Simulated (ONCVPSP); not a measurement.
**Scattering properties, ONCV potential for As**

As, optimised norm-conserving Vanderbilt (ONCV), made with ONCVPSP 4.0.1 (PBE, scalar-relativistic). Core [Ar], reference 3d10 4s2 4p3. Waves: 4s: rc 1.45 bohr, ncon 3, nbas 8, qcut 4.4 1/bohr, 2 projectors, debl 0.4 Ha; 4p: rc 1.60 bohr, ncon 3, nbas 6, qcut 6.2 1/bohr, 1 projector; 3d: rc 1.15 bohr, ncon 5, nbas 10, qcut 14.6 1/bohr, 2 projectors, debl 0.7 Ha. Local part: polynomial inside 0.75 bohr (lpopt 1, dvloc0 0 Ha). Core correction: none.

In the s channel the program set the typed energies aside and used -0.533, 0.250 Ha. In the d channel the program set the typed energies aside and used -1.494, 0.250 Ha.

The phase is arctan(r·R′/R) of the radial function R(r), unwrapped; energies in Ha, scanned from -3 to 5 Ha. A pole is an energy at which the radial function vanishes at the test radius. The pseudo phase is shifted by a multiple of π to meet the all-electron one at the reference energy, and phase errors are pseudo minus all-electron; the curves can meet again beyond the range given. Levels narrower than the energy grid can be missing from the lists of poles.

Task: For each channel, where are the poles, and over which energies does the pseudopotential scatter like the atom?

Result:

```tsv
channel	radius (bohr)	reference energy (Ha)	poles, all-electron	poles, pseudo	unbroken range about the reference energy with phases within 0.05 rad	phase error 1 Ha above the reference energy (rad)
s	1.47	-0.53	3.83	3.75	above -2.9	+0.000
p	1.62	-0.19	3.43	0.55, 3.97	below 0.3	-2.953
d	1.17	-1.49	-0.81	-0.81	the whole range	+0.000
```

Note: ghosts flagged at negative energy: s at -81.3 eV; GHOST(+) flagged for p at 14.0 eV. A true bound ghost makes a file unfit for plane-wave use.

Phases in the d channel:

| E (Ha) | all-electron | pseudo |
| --- | --- | --- |
| -2.98 | 0.722 | 0.722 |
| -2.76 | 0.567 | 0.567 |
| -2.54 | 0.337 | 0.337 |
| -2.32 | 0.003 | 0.003 |
| -2.10 | -0.412 | -0.412 |
| -1.88 | -0.798 | -0.798 |
| -1.66 | -1.081 | -1.081 |
| -1.44 | -1.273 | -1.273 |
| -1.22 | -1.406 | -1.406 |
| -1.00 | -1.503 | -1.503 |
| -0.78 | -1.579 | -1.579 |
| -0.56 | -1.640 | -1.640 |
| -0.34 | -1.692 | -1.692 |
| -0.12 | -1.739 | -1.739 |
| 0.10 | -1.782 | -1.782 |
| 0.32 | -1.824 | -1.824 |
| 0.54 | -1.865 | -1.865 |
| 0.76 | -1.907 | -1.907 |
| 0.98 | -1.952 | -1.952 |
| 1.20 | -1.999 | -1.999 |
| 1.42 | -2.052 | -2.052 |
| 1.64 | -2.111 | -2.110 |
| 1.86 | -2.178 | -2.177 |
| 2.08 | -2.256 | -2.255 |
| 2.30 | -2.348 | -2.347 |
| 2.52 | -2.457 | -2.456 |
| 2.74 | -2.587 | -2.586 |
| 2.96 | -2.740 | -2.738 |
| 3.18 | -2.914 | -2.912 |
| 3.40 | -3.104 | -3.101 |
| 3.62 | -3.299 | -3.295 |
| 3.84 | -3.485 | -3.480 |
| 4.06 | -3.652 | -3.647 |
| 4.28 | -3.796 | -3.791 |
| 4.50 | -3.917 | -3.912 |
| 4.72 | -4.017 | -4.013 |
| 4.94 | -4.101 | -4.097 |
